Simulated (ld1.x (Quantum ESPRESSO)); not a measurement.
Reading a pseudo-wave (strontium (Sr))

Columns: radius, all-electron u(r) and pseudo u(r) of the 4s shell (level -39.90 eV) of strontium in the configuration [Ar] 3d10 4s2 4p6 4d1 5s1 5p0; LDA (PZ), scalar-relativistic, RRKJ scheme, ld1.x (Quantum ESPRESSO) 7.5.

| r (bohr) | all-electron | pseudo |
| --- | --- | --- |
| 0.200 | -0.0157 | -0.1092 |
| 0.400 | 0.4993 | -0.2639 |
| 0.600 | -0.0190 | -0.4733 |
| 0.800 | -0.5955 | -0.6990 |
| 1.000 | -0.9072 | -0.8759 |
| 1.200 | -0.9838 | -0.9505 |
| 1.400 | -0.9207 | -0.9123 |
| 1.600 | -0.7945 | -0.7954 |
| 1.800 | -0.6522 | -0.6524 |
| 2.000 | -0.5181 | -0.5181 |
| 2.200 | -0.4023 | -0.4023 |
| 2.400 | -0.3072 | -0.3072 |
| 2.600 | -0.2319 | -0.2319 |
| 2.800 | -0.1734 | -0.1734 |
| 3.000 | -0.1287 | -0.1287 |
| 3.200 | -0.0950 | -0.0950 |
| 3.400 | -0.0698 | -0.0698 |
| 3.600 | -0.0512 | -0.0512 |
| 3.800 | -0.0374 | -0.0374 |
| 4.000 | -0.0272 | -0.0272 |
| 4.200 | -0.0198 | -0.0198 |
| 4.400 | -0.0144 | -0.0144 |
| 4.600 | -0.0104 | -0.0104 |
| 4.800 | -0.0075 | -0.0075 |
| 5.000 | -0.0054 | -0.0054 |
| 5.200 | -0.0039 | -0.0039 |

**Question.** How many radial nodes do the two functions have?

**Answer.** The all-electron 4s function has n − l − 1 = 3 (the table is too coarse to show those close to the nucleus); the pseudo-wave has 0, since the states of the same l below it are removed with the core.

**Question.** At about which radius was the pseudo-wave matched?

**Answer.** 1.90 bohr, where the columns begin to agree (steps of 0.20 bohr).

**Question.** Is the pseudo-wave norm-conserving?

**Answer.** Yes: the RRKJ scheme keeps the norm inside the radius equal to the all-electron one, which fixes the energy derivative of the logarithmic derivative at the level.
